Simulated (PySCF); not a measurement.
Species: C2H6BCl3S.
Cartesian coordinates in Å at the PBE0-D3(BJ)/def2-SVP level; atoms count from 1:
```xyz
13
C2H6BCl3S angstrom
C     -0.8167    1.0973   -0.9532
S     -0.0396    0.6224    0.5969
C     -0.9781   -0.8449    1.0426
B      1.7327   -0.1368   -0.0038
Cl     2.4300   -0.8034    1.5375
Cl     1.3825   -1.4133   -1.2624
Cl     2.5938    1.3210   -0.6669
H     -0.2122    1.9218   -1.3533
H     -1.8415    1.4371   -0.7557
H     -0.7923    0.2469   -1.6486
H     -2.0161   -0.5590    1.2565
H     -0.9141   -1.5788    0.2273
H     -0.5007   -1.2479    1.9453
```

Method used: core-valence-separated Tamm–Dancoff BHandHLYP/aug-pcX-1 (pcseg-1 on H, def2-SVPD on Cl, def2-SVPD on S) in PySCF, non-relativistic, gas phase, PBE0-D3(BJ)/def2-SVP geometry. No shift to experiment was applied.

The lowest roots of each edge with f over 0.003 (five at most, numbered afresh; weaker and dark ones are left out), with transition dipoles (au) in the frame of the coordinates:

```tsv
root	edge	E (eV)	f	μx	μy	μz
1	C	285.26	0.0678	-0.0087	-0.0704	0.0684
2	C	285.27	0.0417	0.0556	0.0321	0.0430
3	C	286.64	0.0130	-0.0379	0.0170	-0.0110
4	C	286.65	0.0144	-0.0429	-0.0064	0.0131
5	C	287.40	0.0226	-0.0343	-0.0150	0.0425
6	B	191.82	0.0874	-0.1255	0.0428	0.0317
7	B	193.24	0.0726	0.0366	0.0943	0.0714
8	B	193.28	0.0652	0.0016	0.0688	-0.0951
9	B	193.93	0.0085	-0.0371	-0.0122	-0.0161
10	B	194.23	0.0143	-0.0034	-0.0388	0.0385
```

**Question.** Molecules are fixed in this frame and the field points along z. What effective strengths 3 f cos²θ do the roots have (θ between field and μ)?

**Answer.** root 1 (C1/C3): 0.098, root 2 (C1/C3): 0.039, root 3 (C1/C3): 0.003, root 4 (C1/C3): 0.004, root 5 (C1/C3): 0.038, root 6 (B4): 0.014, root 7 (B4): 0.072, root 8 (B4): 0.128, root 9 (B4): 0.004, root 10 (B4): 0.021. Root 8 is the strongest. Averaged over all orientations cos²θ is 1/3, which gives f back. For degenerate partners only the sum has meaning, as the program may mix them freely.

